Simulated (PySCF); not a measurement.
Compound: [GaCl4]- (charge -1).
Geometry (PBE0-D3(BJ)/def2-SVP, Å), atoms numbered from 1 in this order:
```xyz
5
GaCl4 angstrom
Ga    -0.0040    0.0004    0.0043
Cl    -0.0079   -0.0241    2.2108
Cl     2.0764    0.0091   -0.7203
Cl    -1.0369    1.8091   -0.7256
Cl    -1.0276   -1.7945   -0.7692
```

Method used: PySCF 2.14.0, density-fitted response routines, TDDFT CAM-B3LYP/def2-SVPD, vertical, gas phase, core orbitals frozen in the response. Relativistic effects, spin–orbit coupling among them, are left out although an element past zinc is present.

Transition dipole moments from the ground state, in atomic units and in the frame of the coordinates above (overall signs are arbitrary), for the states with f of 0.002 or more among the lowest 14:

```json
{"state": "S4", "E (eV)": "7.045", "μx": "1.137", "μy": "0.114", "μz": "-0.299"}
{"state": "S5", "E (eV)": "7.056", "μx": "0.088", "μy": "-1.180", "μz": "-0.112"}
{"state": "S6", "E (eV)": "7.061", "μx": "0.311", "μy": "-0.088", "μz": "1.147"}
{"state": "S12", "E (eV)": "8.134", "μx": "0.107", "μy": "-0.002", "μz": "-0.023"}
{"state": "S13", "E (eV)": "8.135", "μx": "-0.012", "μy": "-0.075", "μz": "-0.016"}
{"state": "S14", "E (eV)": "8.136", "μx": "0.002", "μy": "-0.021", "μz": "0.065"}
```

(1) Work out the oscillator strengths.

(2) Which bond between heavy atoms lies closest to the direction of the S4 transition dipole?

(3) What peak molar absorption coefficient would the strongest computed level give as a lone Gaussian band 0.5 eV wide at half height?

Answers

(1) f = (2/3) ΔE |μ|² with ΔE in hartree (27.2114 eV).

| state | \|μ\|² (au) | \|μ\| (D) | f |
| --- | --- | --- | --- |
| S4 | 1.394 | 3.00 | 0.241 |
| S5 | 1.412 | 3.02 | 0.244 |
| S6 | 1.420 | 3.03 | 0.246 |
| S12 | 0.012 | 0.28 | 0.002 |
| S13 | 0.006 | 0.20 | 0.001 |
| S14 | 0.005 | 0.17 | 0.001 |

(2) Ga1–Cl3, at 7° from it; next Ga1–Cl5 at 64°.

(3) ε(max) = 2.175×10⁸ f / FWHM, with the width in cm⁻¹. S5/S6 (f summed): 2.175×10⁸ × 0.4898 / 4033 ≈ 26000 L mol⁻¹ cm⁻¹.

S5/S6 and S12/S13/S14 coincide within about 0.01 eV; within a degenerate level the directions of the single components are arbitrary.

No detachment energy is given for this anion; states above it aren't bound, and a finite basis only mimics them.

Time: 28 s wall (with the writing of density and orbital grids). Hardware: x86-64 server, one thread, shared host.
